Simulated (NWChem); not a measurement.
Species: BHOCl₂; SMILES OB(Cl)Cl

```xyz
5

B      0.3726     0.0306     0.0000
Cl    -0.4800    -1.5298     0.0000
Cl    -0.5401     1.5354     0.0000
O      1.7156     0.0966     0.0000
H      2.1387    -0.7765     0.0000
```
Atoms are numbered in this order, from 1.

All runs use the structure optimised with B3LYP/6-31G* (spherical d).

Q: Give the principal values of the shielding tensors (ppm) of B1, Cl2, Cl3, O4 from B3LYP/6-31G* (spherical d), GIAO (NWChem), with their diamagnetic and paramagnetic parts as GIAO splits them.

A: 
```csv
atom,σ11,σ22,σ33,isotropic,diamagnetic,paramagnetic
B1,68.4,75.2,86.8,76.8,201.6,-124.8
Cl2,610.9,802.9,980.7,798.2,1147.3,-349.2
Cl3,613.9,856.5,970.1,813.5,1147.7,-334.2
O4,44.1,211.9,246.4,167.5,389.8,-222.3
```
